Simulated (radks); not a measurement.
Values are calculated unless marked as measured or tabulated.
Initial-state core-level shifts of the scandium ion Sc2+ when its valence configuration changes from [Ar] 3d1. Code: a radial shooting solver on a logarithmic mesh with Libxc functionals. Model: Dirac Kohn-Sham, LDA (Slater exchange, Perdew-Wang correlation), spin-unpolarised, spherical densities, finite nucleus; open shells are shared between the two j in proportion to 2j + 1; Fermi nuclear charge, rms radius 3.5459 fm. Shifts are changes of the shell-averaged eigenvalues in eV (positive: less bound); the change of the density at the nucleus, which sets a Mossbauer isomer shift, is in e/bohr^3, on a base of 7208.

| valence | 1s | 2s | 3s | 3p | density at nucleus |
|---|---|---|---|---|---|
| 4s1 | -6.377 | -7.437 | -6.053 | -5.767 | +7.0072 |
| 4p1 | -7.473 | -8.553 | -7.134 | -6.826 | +1.6311 |
| 3d0.5 4s0.5 | -3.047 | -3.549 | -2.934 | -2.797 | +3.2856 |
| 4s0.5 4p0.5 | -6.927 | -7.997 | -6.596 | -6.299 | +4.3308 |
| 3d0.5 4p0.5 | -3.608 | -4.114 | -3.492 | -3.343 | +0.7448 |
